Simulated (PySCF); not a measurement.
PySCF job for CH4BrIn, SMILES [CH3][InH][Br], PBE-D3(BJ)/def2-SVP. Geometry optimised at PBE-D3(BJ)/def2-SVP. The structure was generated by enumeration; whether it is a known compound was not checked. The def2 effective core potentials stand for the cores of In; spin–orbit coupling is left out.

```python
import numpy as np
from pyscf import gto, scf, dft, df
from pyscf.hessian import thermo

mol = gto.M(
    atom='''
    In   -0.31891251   -0.81466735   -0.04990967
    H    -1.60468077   -1.28456133   -1.11337344
    Br    0.23026384    1.65143835   -0.28226155
    C     0.94340289   -1.79138037    1.41286473
    H     1.16878064   -1.07287163    2.22288491
    H     1.89049636   -2.08146856    0.91635073
    H     0.45246460   -2.69445809    1.82167729
    ''',
    basis='def2-SVP',
    ecp={'In': 'def2-svp'},
    charge=0,
    spin=0,
    max_memory=1600,
    verbose=3,
)
mf = dft.RKS(mol, xc='pbe').density_fit(auxbasis='def2-universal-jkfit')
mf.disp = 'd3bj'
mf.grids.level = 3
mf.conv_tol = 1e-11
mf.max_cycle = 100
mf.kernel()

# [left out here: the lines that compute and print the analytic Hessian (its translational invariance restored by hand, since the grid's response is missing), thermochemistry and intensities]
```

It prints:

```
converged SCF energy = -2804.0494239219

WARN: DFTD3 does not support analytical Hessian, using finite difference


WARN: Mole.unit (angstrom) is changed to Bohr

Mode                                 0                   1                   2
Irrep
Freq [cm^-1]                      -13.8772             97.3616            233.0676
Reduced mass [au]                   1.0290              3.5834             72.4146
Force const [Dyne/A]               -0.0001              0.0200              2.3176
Char temp [K]                     -19.9661            140.0816            335.3323
Normal mode                   x     y     z       x     y     z       x     y     z
       0  In                -0.01  0.00  0.00   -0.03 -0.01 -0.02   -0.01 -0.06  0.00
       1   H                -0.03  0.01  0.03   -0.02 -0.03 -0.01   -0.02  0.00 -0.01
       2  Br                 0.01 -0.00 -0.00    0.02 -0.02  0.03    0.02  0.08 -0.01
       3   C                 0.02  0.01 -0.01    0.08  0.18  0.02    0.01 -0.02  0.01
       4   H                -0.44 -0.16  0.26    0.06  0.30 -0.08   -0.00  0.01 -0.00
       5   H                 0.24  0.53  0.11    0.08  0.20  0.01    0.01 -0.01  0.01
       6   H                 0.27 -0.31 -0.40    0.17  0.19  0.15    0.02 -0.02  0.03
Mode                                 3                   4                   5
Irrep
Freq [cm^-1]                      343.5294            455.8230            497.5131
Reduced mass [au]                   1.0528              1.2951              2.2799
Force const [Dyne/A]                0.0732              0.1585              0.3325
Char temp [K]                     494.2623            655.8278            715.8106
Normal mode                   x     y     z       x     y     z       x     y     z
       0  In                 0.01 -0.00 -0.01   -0.01  0.01 -0.02    0.01 -0.01  0.02
       1   H                -0.62  0.21  0.66    0.02 -0.79  0.26    0.02 -0.47  0.20
       2  Br                -0.00  0.00  0.00    0.00  0.00  0.00    0.00  0.00  0.00
       3   C                -0.01  0.00  0.02    0.07 -0.05  0.08   -0.13  0.10 -0.14
       4   H                -0.13  0.07 -0.01    0.10 -0.12  0.14   -0.08  0.03 -0.09
       5   H                 0.06 -0.06  0.20    0.07 -0.09  0.09   -0.14  0.07 -0.15
       6   H                -0.11  0.06  0.03    0.00 -0.05  0.01   -0.16  0.09 -0.20
Mode                                 6                   7                   8
Irrep
Freq [cm^-1]                      687.0477            717.0807           1129.9995
Reduced mass [au]                   1.1776              1.1859              1.1937
Force const [Dyne/A]                0.3275              0.3593              0.8980
Char temp [K]                     988.5087           1031.7195           1625.8176
Normal mode                   x     y     z       x     y     z       x     y     z
       0  In                 0.01 -0.00 -0.01    0.00  0.01  0.00    0.00  0.00  0.00
       1   H                -0.14  0.04  0.15    0.02 -0.17  0.03   -0.03 -0.03 -0.02
       2  Br                -0.00  0.00  0.00   -0.00  0.00 -0.00   -0.00 -0.00  0.00
       3   C                -0.07  0.01  0.08   -0.05 -0.10 -0.03    0.07 -0.05  0.08
       4   H                 0.36 -0.14  0.09   -0.25  0.40 -0.40   -0.30  0.37 -0.22
       5   H                -0.31  0.28 -0.54    0.08  0.19  0.05   -0.16  0.19 -0.46
       6   H                 0.34 -0.21  0.08    0.38 -0.10  0.47   -0.42  0.08 -0.29
Mode                                 9                  10                  11
Irrep
Freq [cm^-1]                     1374.5530           1377.9271           1743.9224
Reduced mass [au]                   1.0562              1.0568              1.0168
Force const [Dyne/A]                1.1758              1.1822              1.8220
Char temp [K]                    1977.6758           1982.5302           2509.1160
Normal mode                   x     y     z       x     y     z       x     y     z
       0  In                -0.00  0.00  0.00    0.00  0.00 -0.00    0.01  0.00  0.01
       1   H                -0.00 -0.01 -0.01   -0.01 -0.01  0.01   -0.74 -0.25 -0.61
       2  Br                 0.00  0.00 -0.00   -0.00  0.00  0.00    0.00  0.00  0.00
       3   C                -0.01  0.05  0.04    0.05  0.03 -0.03   -0.00  0.00 -0.00
       4   H                -0.07  0.30 -0.18   -0.60 -0.18  0.34    0.02 -0.02  0.01
       5   H                -0.16 -0.55  0.08   -0.24 -0.34 -0.33    0.01 -0.00  0.02
       6   H                 0.37 -0.39 -0.44    0.18  0.10  0.33    0.01  0.00  0.00
Mode                                12                  13                  14
Irrep
Freq [cm^-1]                     2989.7797           3100.7168           3118.8732
Reduced mass [au]                   1.0303              1.1031              1.1063
Force const [Dyne/A]                5.4262              6.2485              6.3403
Char temp [K]                    4301.6273           4461.2410           4487.3642
Normal mode                   x     y     z       x     y     z       x     y     z
       0  In                -0.00  0.00 -0.00    0.00 -0.00  0.00   -0.00 -0.00 -0.00
       1   H                 0.00 -0.00  0.00    0.00 -0.00 -0.00    0.00 -0.00  0.00
       2  Br                 0.00 -0.00  0.00    0.00 -0.00 -0.00    0.00  0.00  0.00
       3   C                 0.03 -0.02  0.02    0.06 -0.00 -0.06   -0.03 -0.08 -0.03
       4   H                -0.10 -0.35 -0.38    0.09  0.24  0.26    0.14  0.46  0.53
       5   H                -0.52  0.15  0.29   -0.63  0.19  0.33   -0.05 -0.00  0.02
       6   H                 0.26  0.45 -0.20   -0.21 -0.40  0.17    0.28  0.50 -0.23
temperature 298.1500 [K]
pressure 101325.00 [Pa]
Rotational constants [GHz] 8.90910 1.37823 1.20285
Symmetry number 1
Zero-point energy (ZPE) 0.04070 [Eh]   106869.556 [J/mol]
                           tot       elec      trans        rot        vib
Entropy [J/mol/K]       326.879      0.000    175.479    114.969     36.432
Cv [J/mol/K]             67.205      0.000     12.472     12.472     42.262
Cp [J/mol/K]             75.520      0.000     20.786     12.472     42.262
Internal energy [J/mol]                      3718.434   3718.434 113086.773
Internal energy [Eh]   -2804.00352  -2804.04942
Enthalpy [J/mol]                             6197.391   3718.434 113086.773
Enthalpy [Eh]          -2804.00257
Gibbs free energy [J/mol]                  -46121.565 -30559.443 102224.659
Gibbs free energy [Eh] -2804.03969
mode   freq/cm-1   IR/(km/mol)
   1      -13.88         0.035
   2       97.36         1.901
   3      233.07        29.216
   4      343.53        21.196
   5      455.82        92.869
   6      497.51         4.618
   7      687.05        32.607
   8      717.08        66.821
   9     1130.00         0.671
  10     1374.55         2.204
  11     1377.93         1.756
  12     1743.92       189.800
  13     2989.78         1.995
  14     3100.72         1.109
  15     3118.87         0.733
max |gradient| / (hartree/bohr): 3.780502317158804e-05
APT charges: [ 1.1444e+00 -3.1120e-01 -5.6710e-01 -2.8760e-01  1.3200e-02  7.4000e-03
  9.0000e-04]
```

The run converged. The end point has an imaginary mode, so it is no minimum.
